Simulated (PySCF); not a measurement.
BBr3 (SMILES BrB(Br)Br), singlet, geometry from GFN2-xTB. Base run: TPSS/STO-3G in PySCF.

The PySCF input:
```python
from pyscf import gto, scf, dft

mol = gto.Mole()
mol.atom = '''
    B     0.018083   -0.019782   -0.037610
    Br   -1.507311   -1.111182   -0.137553
    Br    0.019712    1.666704   -0.864490
    Br    1.485016   -0.552696    1.007416
'''
mol.basis = 'sto-3g'
mol.charge = 0
mol.spin = 0
mol.verbose = 4
mol.build()

mf = dft.RKS(mol)
mf.xc = 'tpss'
mf.kernel()
```

Each row names what was changed in the base input (with any setting that the change needs).

```
change                                           ΔE vs base (mEh)  fitting functions  dipole (D)
-----------------------------------------------  ----------------  -----------------  ----------
base                                                        0.000                  -        0.07
auxbasis = autoaux                                              …                  …        0.07
auxbasis = even-tempered beta=1.6                          -0.286                862        0.07
auxbasis = def2-svp-ri                                   -27716.6                429        0.06
auxbasis = def2-tzvp-ri                                         …                  …        0.06
auxbasis = even-tempered beta=2.0                          -1.655                602        0.07
auxbasis = default (with mf = mf.density_fit())            -5.532                873        0.07
auxbasis = even-tempered beta=3.0                               …                  …        0.07
auxbasis = cc-pvtz-jkfit                                   -7.322                700        0.07
auxbasis = cc-pvqz-jkfit                                   -7.311                760        0.07
```

**Question.** What belongs in the gaps?

**Answer.** 
- auxbasis = autoaux, ΔE vs base (mEh): -1.055
- auxbasis = autoaux, fitting functions: 810
- auxbasis = def2-tzvp-ri, ΔE vs base (mEh): -27706.9
- auxbasis = def2-tzvp-ri, fitting functions: 553
- auxbasis = even-tempered beta=3.0, ΔE vs base (mEh): -370.1
- auxbasis = even-tempered beta=3.0, fitting functions: 423

A fitting set is made for a task (jfit for Coulomb, jkfit for Coulomb and exchange, ri for correlation) and for a family of orbital bases.
